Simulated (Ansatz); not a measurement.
(HCd-mu-NH2)2 (Cd2N2H6). Charge 0, multiplicity 1. Geometry PBE-D4/def2-SVP.

Cartesian coordinates in Å:
```
Cd 0.8354 -1.4502 0.2938
H 1.5507 -2.9375 0.6546
N -0.4646 -0.5211 -1.2986
Cd -1.0475 1.3296 -0.1486
H -2.1838 2.5775 -0.2212
N 0.6074 0.6023 1.2009
H -1.2421 -1.1028 -1.6455
H 0.0658 -0.2982 -2.1560
H 1.4657 1.1687 1.1076
H 0.4130 0.6315 2.2131
```

In the def2 sets Cd takes a core potential; there is no spin–orbit coupling. HSE06 is defined as in plane-wave codes, on full-range PBE exchange.

(1) Estimate the orbital energies around the gap (eV) in Ansatz with PBE-D4/def2-TZVP, PBE-D4/def2-TZVPD, revPBE-D4/def2-TZVP, r2SCAN-D4/def2-TZVP, HSE06-D4/def2-TZVP.

## Answers

(1) 
```csv
orbital,PBE-D4/def2-TZVP,PBE-D4/def2-TZVPD,revPBE-D4/def2-TZVP,r2SCAN-D4/def2-TZVP,HSE06-D4/def2-TZVP
HOMO−5,-9.36,-9.40,-9.28,-9.64,-10.49
HOMO−4,-8.06,-8.09,-7.96,-8.29,-8.92
HOMO−3,-6.91,-6.95,-6.86,-7.21,-7.94
HOMO−2,-6.90,-6.93,-6.84,-7.18,-7.61
HOMO−1,-5.91,-5.94,-5.82,-6.12,-6.78
HOMO,-5.71,-5.73,-5.64,-5.94,-6.46
LUMO,-1.33,-1.42,-1.24,-0.97,-0.91
LUMO+1,-1.20,-1.24,-1.10,-0.85,-0.84
LUMO+2,-0.62,-0.65,-0.52,-0.24,-0.27
LUMO+3,-0.49,-0.64,-0.40,0.01,-0.14
LUMO+4,0.35,0.25,0.45,0.69,0.96
LUMO+5,1.00,0.95,1.08,1.51,1.32
```
